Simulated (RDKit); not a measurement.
Input for RDKit: UFF on H4OSiTe (SMILES O[Te][SiH3]), a point of a torsion scan.

```python
from rdkit import Chem
from rdkit.Chem import AllChem, rdDetermineBonds

blocks = [
'''7

O     2.21343278    0.19920260   -0.29404979
Te    1.09848223   -1.45408159   -0.04246497
Si   -1.07429425   -0.23533629   -0.13764085
H     2.05464596    0.82482860    0.41068830
H    -1.37610768    0.35033219   -1.44208492
H    -2.06521105   -1.24953163    0.19536539
H    -1.10403796    0.83943130    0.85681623
''',
]
mol = None
for b in blocks:
    f = Chem.MolFromXYZBlock(b)
    rdDetermineBonds.DetermineBonds(f, charge=0)
    mol = f if mol is None else Chem.CombineMols(mol, f)
Chem.SanitizeMol(mol)
print(Chem.MolToSmiles(Chem.RemoveHs(mol)))
ff = AllChem.UFFGetMoleculeForceField(mol, vdwThresh=100.0, ignoreInterfragInteractions=False)
e = ff.CalcEnergy()
print(f'UFF energy {e:.6f} kcal/mol')
```

Output:

```
O[Te][SiH3]
UFF energy 2.880499 kcal/mol
```

The run finished.

Cost: roughly 0.020 core-seconds.
